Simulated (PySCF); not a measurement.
BrClFH2NSi, SMILES N[Si](F)(Cl)Br.

Geometry optimised at ωB97X-D3(BJ)/def2-SVP. The structure was generated by enumeration, and PubChem lists no compound with its InChIKey, so it may never have been made. One conformer was computed; it need not be the lowest.

Computed with ωB97X-D3(BJ)/def2-SVP in PySCF.

Frequencies are harmonic and unscaled.

| mode | ν (cm⁻¹) | IR (km/mol) | moving atoms (share of kinetic energy) |
|---|---|---|---|
| 1 | 118 | 4.1 | H 50 %, N 22 %, F 17 % |
| 2 | 137 | 2.0 | Cl 48 %, Br 22 %, F 11 %, N 9 %, Si 8 % |
| 3 | 243 | 7.4 | F 47 %, Br 16 %, H 15 %, Si 13 % |
| 4 | 244 | 153.0 | H 88 % |
| 5 | 259 | 28.9 | N 33 %, F 23 %, Br 17 %, Si 12 % |
| 6 | 282 | 6.6 | H 47 %, N 17 %, F 14 %, Cl 13 % |
| 7 | 301 | 31.2 | N 32 %, F 27 %, Cl 23 % |
| 8 | 456 | 82.2 | Si 46 %, Br 16 %, N 13 %, F 11 %, Cl 10 % |
| 9 | 592 | 130.5 | Si 50 %, Cl 32 %, H 11 % |
| 10 | 817 | 183.7 | H 65 %, N 18 %, Si 16 % |
| 11 | 875 | 155.4 | F 38 %, Si 35 %, N 22 % |
| 12 | 985 | 155.6 | Si 47 %, N 27 %, F 18 % |
| 13 | 1530 | 87.8 | H 88 %, N 12 % |
| 14 | 3637 | 74.3 | H 96 % |
| 15 | 3744 | 74.1 | H 91 %, N 9 % |
